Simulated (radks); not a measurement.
Coulomb parameter of the 4f shell of the thulium ion Tm2+ in the model configuration [Xe] 4f11.5 6s1.5, as a second difference U = [E(n + 0.25) + E(n - 0.25) - 2 E(n)] / (0.25)^2 with all orbitals relaxed. "Bare": the charge of the atom changes with n. "Screened": the 6s shell takes up the change at fixed total charge, which measures U(4f,4f) + U(6s,6s) - 2 U(4f,6s). All-electron calculation, Dirac Kohn-Sham, LDA (Slater exchange, Perdew-Wang correlation), spin-unpolarised, spherical densities, point nucleus; open shells are shared between the two j in proportion to 2j + 1. Program: a radial shooting solver on a logarithmic mesh with Libxc functionals.

case                  configuration  E - E(n) (eV)
start             [Xe] 4f11.5 6s1.5          0.000
bare +0.25       [Xe] 4f11.75 6s1.5         -7.398
bare -0.25       [Xe] 4f11.25 6s1.5          8.608
screened +0.25  [Xe] 4f11.75 6s1.25         -3.104
screened -0.25  [Xe] 4f11.25 6s1.75          3.636

U(bare) = 19.369 eV, U(screened by 6s) = 8.508 eV.
